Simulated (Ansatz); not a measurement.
System: BH2S, charge 0, doublet. BH2S (SMILES [BH]S, doublet).
B3LYP-D3(BJ)/def2-TZVP minimum from Ansatz (a program for electronic structure):
```
B
H 1 1.1826
S 1 1.7362 2 133.59
H 3 1.3607 1 102.42 2 0.00
```
Charge 0, spin multiplicity 2.

Total energies in hartree (Ansatz). UHF or UKS for unpaired electrons; spin-orbit terms are left out. Correlated methods leave the cores frozen. No relativity. Where a partner has so few electrons that a lower coupled-cluster level is exact, that level stands in.

```csv
species,HF/cc-pV(T+d)Z,CCSD(T)/cc-pV(T+d)Z,HF/cc-pV(Q+d)Z,CCSD(T)/cc-pV(Q+d)Z,CCSDT(Q)/cc-pV(T+d)Z
"1: BH2S (SMILES [BH]S, doublet)",-423.36224,-423.66146,-423.36730,-423.68550,-423.66331
2: B (doublet),-24.53207,-24.59810,-24.53297,-24.60084,-24.59852
3: H (doublet),-0.49981,-0.49981,-0.49995,-0.49995,-0.49981
4: S (triplet),-397.50938,-397.65444,-397.51264,-397.66785,-397.65537
```

Task: Work out the atomisation energy (electronic, to ground-state atoms) in kcal/mol: take Hartree-Fock from cc-pV(Q+d)Z, extrapolate the CCSD(T) correlation energy as X^-3 (X = 3, 4), and add CCSDT(Q) - CCSD(T) in cc-pV(T+d)Z. 1 hartree = 627.51 kcal/mol.

Result: 
Species 1: correlation (64·(-0.31820) - 27·(-0.29922))/37 = -0.33205; step -0.00185; E1 = -423.36730 + (-0.33205) + (-0.00185) = -423.70120
Species 2: correlation (64·(-0.06787) - 27·(-0.06603))/37 = -0.06921; step -0.00042; E2 = -24.53297 + (-0.06921) + (-0.00042) = -24.60260
Species 3: correlation (64·(0.00000) - 27·(0.00000))/37 = 0.00000; step +0.00000; E3 = -0.49995 + (0.00000) + (+0.00000) = -0.49995
Species 4: correlation (64·(-0.15521) - 27·(-0.14506))/37 = -0.16262; step -0.00093; E4 = -397.51264 + (-0.16262) + (-0.00093) = -397.67619
-1·E1 +1·E2 +2·E3 +1·E4 = 0.42251 hartree = 265.1 kcal/mol.
